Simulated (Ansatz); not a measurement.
Gas-phase electronic energies from Ansatz, PBE0-D4/def2-TZVP geometries. CCSD(T)/CBS adds triple-zeta CCSD(T) − MP2 to the extrapolated MP2 energy (def2 sets, frozen cores). Functionals use def2-TZVPP. B3LYP here is the variant with VWN-RPA as its local correlation; programs differ in this. def2 core potentials past Kr. For Br, Ga, Sn outer-core shells are correlated without core-valence functions, which leaves a few kJ/mol of doubt a bond. Scalar relativity is left out up to krypton. One conformer a species, not always the lowest.

Reaction (redistribution): `[F][Ga]([SH])[Br]` + `Cl[Si](Cl)(Cl)[SnH3]` → `[F][Ga]([Br])[SnH3]` + `S[Si](Cl)(Cl)Cl`

`[F][Ga]([SH])[Br]`:

```xyz
5

F     1.333   -0.836   -0.971
Ga   -0.170   -0.432   -0.182
S    -0.285    1.435    0.920
Br   -1.869   -1.905   -0.385
H     0.990    1.738    0.617
```

`Cl[Si](Cl)(Cl)[SnH3]`:

```xyz
8

Cl   -0.408   -0.616   -2.625
Si    0.190   -0.968   -0.700
Cl   -0.850   -2.589   -0.008
Cl    2.173   -1.468   -0.741
Sn   -0.212    1.082    0.781
H    -1.876    1.442    0.777
H     0.308    0.723    2.362
H     0.675    2.393    0.154
```

`[F][Ga]([Br])[SnH3]`:

Cartesian coordinates in Å:
```
F 1.025 1.930 1.710
Ga -0.251 0.985 0.964
Br -2.318 1.534 1.773
Sn 0.299 -0.819 -0.830
H -1.079 -1.085 -1.792
H 1.596 -0.287 -1.795
H 0.729 -2.259 -0.030
```

`S[Si](Cl)(Cl)Cl`:

Cartesian coordinates in Å:
```
S 1.088 1.301 -0.450
Si -0.266 -0.284 -0.156
Cl -0.926 -0.808 -2.000
Cl 0.609 -1.889 0.735
Cl -1.845 0.257 1.004
H 1.339 1.423 0.867
```

```tsv
level	ΔE (kJ/mol)	difference from CCSD(T)/CBS
BLYP-D4	-16.3	-3.3
r2SCAN-D4	-13.9	-0.9
B3LYP-D4	-15.4	-2.4
r2SCANh-D4	-13.9	-0.9
PBE	-14.4	-1.4
LC-ωPBE	-13.0	0.0
CCSD(T)/def2-SVP	-4.6	8.4
CCSD/def2-TZVPP	-10.9	2.1
HF/def2-QZVPP	-8.9	4.1
SCS-MP2/def2-QZVPP	-13.1	-0.1
CCSD(T)/CBS	-13.0	0
```

Largest T1 diagnostic among the species: 0.013.

Leaving LDA and LC-ωPBE aside and taking each functional with its dispersion term where it has one, the values, not all of them listed here, spread over 4.2 kJ/mol, from ωB97M-V to PBE-QIDH. At CCSD(T), def2-SVP lies +8.4 kJ/mol from the extrapolated value and def2-TZVPP +2.4 kJ/mol.

CCSD(T)/CBS has its own doubt, a few kJ/mol and more with outer-core shells, so smaller differences from it don't rank the levels.
